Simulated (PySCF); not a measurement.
Field gradients at the hydrogen positions

Species: C6H10O2Si.
Numbering: `[CH3:1][C:2](=[O:3])[C@@H:4]1[CH2:5][C@@:6]1([SiH3:7])[CH:8]=[O:9]` (hydrogens: H10, H11, H12 on C1; H13 on C4; H14, H15 on C5; H16, H17, H18 on Si7; H19 on C8)

Cartesian coordinates in Å at the GFN2-xTB level; atoms count from 1:
```xyz
19
C6H10O2Si angstrom
C      2.7399   -0.4888    0.1307
C      1.4164    0.1382   -0.2004
O      1.2974    1.3192   -0.4614
C      0.2499   -0.7527   -0.1867
C     -0.6448   -0.7538   -1.3881
C     -1.1006   -0.0381   -0.1479
Si    -1.1028    1.8632   -0.1778
C     -2.1251   -0.7419    0.6397
O     -2.0976   -1.9094    0.9368
H      3.5374    0.2449    0.0509
H      2.7062   -0.8813    1.1456
H      2.9325   -1.3207   -0.5439
H      0.3451   -1.6876    0.3513
H     -0.3538   -0.1496   -2.2345
H     -1.1202   -1.6918   -1.6405
H     -0.7926    2.3726   -1.5048
H     -0.4004    2.4214    0.9697
H     -2.5341    2.1590    0.0493
H     -2.9624   -0.0938    0.9605
```

Level: PBE0/pcSseg-1 (PySCF, non-relativistic); Q(2H) = 0.00286 b; rigid geometry, the same for H and D, with no vibrational averaging.

Question: Rank these positions by the coupling χzz of a deuteron there, largest first.
A. H11 (methyl hydrogen)
B. H18 (Si–H hydrogen)
C. H15 (methylene hydrogen)
D. H16 (Si–H hydrogen)
E. H19 (formyl hydrogen)

Answer: C (216 kHz), A (209 kHz), E (181 kHz), D (115 kHz), B (101 kHz).

Q: What are Vzz, η and χzz (234.96 MHz × Q × Vzz) at all hydrogens?

A: 
```csv
atom,bonded to,bond length (Å),Vzz (au),η,χzz (kHz)
H10,C1,1.087,0.3120,0.01,210
H11,C1,1.089,0.3110,0.03,209
H12,C1,1.088,0.3117,0.03,209
H13,C4,1.083,0.3146,0.09,211
H14,C5,1.080,0.3237,0.05,218
H15,C5,1.081,0.3212,0.05,216
H16,Si7,1.455,0.1704,0.05,115
H17,Si7,1.457,0.1687,0.05,113
H18,Si7,1.479,0.1506,0.04,101
H19,C8,1.106,0.2689,0.02,181
```

Q: Average by the element that carries the hydrogen.

A: on C: 208 kHz over 7 positions, mean bond length 1.088 Å; on Si: 110 kHz over 3 positions, mean bond length 1.464 Å.

Q: How does χzz go with the bond length over the 7 C–H bonds?

A: A straight-line fit has a slope of -13.8 kHz for each 0.01 Å, with a correlation coefficient of -0.99, over lengths from 1.080 to 1.106 Å. The longer bonds have the smaller couplings here.

Q: Give the 2H NMR doublet splittings at H10 for a magnetic field along the z, y and x axes of the gradient: 3χ/2, 3χ(1 + η)/4, 3χ(1 − η)/4.

A: With |χ| = 209.7 kHz and η = 0.011: 315, 159 and 156 kHz, to first order and without motion.

Isolated species at its GFN2-xTB geometry (one conformer only). GFN2-xTB bond lengths can be off by several hundredths of an ångström, more for odd bonds, and the gradients follow them. The basis is small and wasn't made for field gradients, so the couplings can be 20 % off.
